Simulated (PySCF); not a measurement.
Input for PySCF: R-HF/STO-3G on C2H6Sn (SMILES [CH3][Sn][CH3]), a point of a torsion scan.

```python
from pyscf import gto, scf, dft, mp
from pyscf.data.elements import chemcore

mol = gto.M(
    atom='''
    C     1.69726321   -0.08967113    0.00955304
    Sn   -0.06485279    0.87940832   -1.02846402
    C    -0.01824130   -0.52923554   -2.79588365
    H     2.10660353   -0.92995278   -0.54765112
    H     2.50480173    0.62771336    0.16218864
    H     1.41775631   -0.45608633    0.99828139
    H     0.95458205   -0.49389525   -3.28602940
    H    -0.77443936   -0.31248965   -3.55009577
    H    -0.17018814   -1.55666117   -2.46494661
    ''',
    basis='sto-3g',
    charge=0, spin=0, verbose=3, max_memory=1800)
mf = scf.RHF(mol)
mf.conv_tol = 1e-8
mf.max_cycle = 100
mf.kernel()
if not mf.converged:
    mf = mf.newton().run(mf.mo_coeff, mf.mo_occ)
```

Output:

```
converged SCF energy = -6041.56741276099
```

The run converged.

Cost: about 0.4 core-seconds (a rough figure).
